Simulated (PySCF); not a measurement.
Vertical excitations of a molecule H8N2Si3 from TDA-CAM-B3LYP/def2-SVPD (PySCF), as energy in eV (oscillator strength): 4.89 (0.008), 5.33 (0.117), 5.68 (0.002), 6.24 (0.002), 6.37 (0.002), 6.49 (0.176), 6.68 (0.078), 6.96 (0.035), 7.05 (0.015), 7.12 (0.053). Lowest triplet (TDA): 4.38 eV. Geometry: B3LYP-D3(BJ)/def2-SVP. Other conformers were not sampled.

### Question
Which molecule gave these data?
A. N[SiH]1[SiH2]N[SiH2]1
B. [SiH3]N1[SiH2]N[SiH2]1
C. N1[SiH2]N[SiH2][SiH2]1
D. [SiH3][SiH]1N[SiH2]N1

### Answer
A, N[SiH]1[SiH2]N[SiH2]1
